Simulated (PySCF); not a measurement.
## Gallium: a sound run and one with changed settings

Sound run: Ga [Ar] 3d10 4s2 4p1, Ga⁺ [Ar] 3d10 4s2. Calculation: PySCF 2.14, in Sapporo-DKH3-DZP-2012 (6s5p3d1f, 43 functions); the spin-free X2C one-electron Hamiltonian (Gaussian nucleus). In the sound run the correlated levels freeze [Ar] 3d10. The sound run starts from symmetry-adapted Hartree-Fock orbitals and uses a fine grid where one is needed.

Changed run: initial guess sap, at most 8 SCF cycles. This setting is unsound on purpose.

| species | method | sound run (hartree) | changed run (hartree) | converged |
| --- | --- | --- | --- | --- |
| Ga | UHF | -1942.13099 | -1942.13099 | no |
| Ga | M06-L | -1943.71153 | -1943.71153 | yes |
| Ga | TPSS | -1943.77497 | -1943.77497 | yes |
| Ga⁺ | UHF | -1941.92750 | -1941.92750 | yes |
| Ga⁺ | M06-L | -1943.50264 | -1943.50264 | yes |
| Ga⁺ | TPSS | -1943.55500 | -1943.55500 | yes |
| Ga⁺ | MP2 | -1941.94953 | -1941.94953 | yes |
| Ga⁺ | CCSD(T) | -1941.96045 | -1941.96045 | yes |

Ionisation energy of Ga:

| method | sound run (eV) | changed run (eV) |
| --- | --- | --- |
| M06-L | 5.684 | 5.684 |
| TPSS | 5.986 | 5.986 |

The SCF was stopped early; the energies are upper bounds that still move, and correlated levels were skipped or rest on poor orbitals.

For comparison, NIST gives 5.999 eV between the lowest levels.
